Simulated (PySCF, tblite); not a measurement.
Isomers of C8H12OSi. Computed with GFN2-xTB (tblite): harmonic, unscaled wavenumbers at the GFN2-xTB geometry, gas phase. Errors from tens to a few hundred cm⁻¹ against measured bands are possible. Modes of hydrogen on silicon can be 10 to 20 % off. One conformer each.

Electronic energies: PBE0/pcSseg-1 single points on the GFN2-xTB geometries (PySCF, gas phase).

```tsv
SMILES	electronic energy, lowest = 0 (kJ/mol)
C=CCC1=C[C@@H](C=O)[SiH2]C1	3.1
C=CCCC1=CC(=O)[SiH2]C1	0.0
C#C/C=C(/C(C)=O)[SiH](C)C	56.4
COCC1=C[C@@]2([SiH3])C=C[C@@H]12	259.6
CC#C[C@@]1([SiH3])C[C@H]1C(C)=O	124.1
```

Task: How do GFN2-xTB zero-point energies change the relative energies?

Result: 
```json
{"SMILES": "C=CCCC1=CC(=O)[SiH2]C1", "ZPE (kJ/mol)": "451.3", "of it from modes above 1550 cm⁻¹": "238.3", "electronic (kJ/mol)": "0.0", "with ZPE, lowest = 0 (kJ/mol)": "0.0", "lowest mode (cm⁻¹)": "7", "rings": "1"}
{"SMILES": "C=CCC1=C[C@@H](C=O)[SiH2]C1", "ZPE (kJ/mol)": "448.2", "of it from modes above 1550 cm⁻¹": "237.1", "electronic (kJ/mol)": "3.1", "with ZPE, lowest = 0 (kJ/mol)": "0.0", "lowest mode (cm⁻¹)": "25", "rings": "1"}
{"SMILES": "C#C/C=C(/C(C)=O)[SiH](C)C", "ZPE (kJ/mol)": "442.3", "of it from modes above 1550 cm⁻¹": "248.1", "electronic (kJ/mol)": "56.4", "with ZPE, lowest = 0 (kJ/mol)": "47.5", "lowest mode (cm⁻¹)": "23", "rings": "0"}
{"SMILES": "CC#C[C@@]1([SiH3])C[C@H]1C(C)=O", "ZPE (kJ/mol)": "437.7", "of it from modes above 1550 cm⁻¹": "228.8", "electronic (kJ/mol)": "124.1", "with ZPE, lowest = 0 (kJ/mol)": "110.6", "lowest mode (cm⁻¹)": "30", "rings": "1"}
{"SMILES": "COCC1=C[C@@]2([SiH3])C=C[C@@H]12", "ZPE (kJ/mol)": "441.9", "of it from modes above 1550 cm⁻¹": "221.3", "electronic (kJ/mol)": "259.6", "with ZPE, lowest = 0 (kJ/mol)": "250.2", "lowest mode (cm⁻¹)": "34", "rings": "2"}
```

The zero-point energies span 13.6 kJ/mol, from `CC#C[C@@]1([SiH3])C[C@H]1C(C)=O` to `C=CCCC1=CC(=O)[SiH2]C1`. The order is unchanged, ties at the printed digit aside.

Task: And how do the electronic energies of GFN2-xTB itself compare?

Result: `C=CCCC1=CC(=O)[SiH2]C1` 0.0; `C=CCC1=C[C@@H](C=O)[SiH2]C1` 3.6; `C#C/C=C(/C(C)=O)[SiH](C)C` 119.2; `CC#C[C@@]1([SiH3])C[C@H]1C(C)=O` 33.2; `COCC1=C[C@@]2([SiH3])C=C[C@@H]12` 120.2 kJ/mol, lowest = 0. Against the energies above, taken from the same isomer `C=CCCC1=CC(=O)[SiH2]C1`, the largest difference is 139.4 kJ/mol.

Task: What do entropy and thermal enthalpy add at 298.15 K and 1 bar (rigid rotor, harmonic oscillator, one conformer each)?

Result: 
```csv
SMILES,point group,symmetry number,S (J/(mol K)),H − H(0) (kJ/mol),ZPE + H − H(0) − TS (kJ/mol)
C=CCC1=C[C@@H](C=O)[SiH2]C1,C1,1,460.2,33.44,344.5
CC#C[C@@]1([SiH3])C[C@H]1C(C)=O,C1,1,491.2,37.95,329.2
COCC1=C[C@@]2([SiH3])C=C[C@@H]12,C1,1,449.1,33.02,341.0
```

Not tabulated: `C=CCCC1=CC(=O)[SiH2]C1` (lowest mode only 7 cm⁻¹); `C#C/C=C(/C(C)=O)[SiH](C)C` (lowest mode only 23 cm⁻¹).
